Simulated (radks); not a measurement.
Values are calculated unless marked as measured or tabulated.
Problem. Species: Ir+. Configuration: [Xe] 4f14 5d6.75 6s1 6p0.25 (fractional occupations, a model configuration). Level of theory: Dirac Kohn-Sham, LDA (Slater exchange, Perdew-Wang correlation), spin-unpolarised, spherical densities, point nucleus; open shells fill j = l - 1/2 first (a radial shooting solver on a logarithmic mesh with Libxc functionals).

Spin-orbit splittings of the eigenvalues, e(l+1/2) - e(l-1/2), with zeta = 2 splitting/(2l+1) and mean radii in bohr:

| shell | occ. | splitting (eV) | zeta (eV) | <r> j=l-1/2 | <r> j=l+1/2 |
|---|---|---|---|---|---|
| 2p | 6 | 1626 | 1084 | 0.06019 | 0.06850 |
| 3p | 6 | 356.0 | 237.3 | 0.1802 | 0.1955 |
| 3d | 10 | 76.97 | 30.79 | 0.1705 | 0.1752 |
| 4p | 6 | 84.44 | 56.29 | 0.4268 | 0.4608 |
| 4d | 10 | ? | ? | 0.4721 | 0.4835 |
| 4f | 14 | 3.123 | 0.8924 | 0.5315 | 0.5392 |
| 5p | 6 | 13.74 | 9.162 | 1.063 | 1.163 |
| 5d | 6.75 | 1.291 | 0.5165 | 1.625 | 1.688 |
| 5f | 0 | 0.00006880 | 0.00001966 | 14.29 | 14.29 |
| 6p | 0.25 | 1.092 | 0.7278 | 3.317 | 3.639 |
| 6d | 0 | 0.06250 | 0.02500 | 6.723 | 6.893 |
| 7p | 0 | 0.1878 | 0.1252 | 8.690 | 9.377 |

Estimate the 4d splitting.

Solution. 15.67 eV (zeta = 6.269 eV).
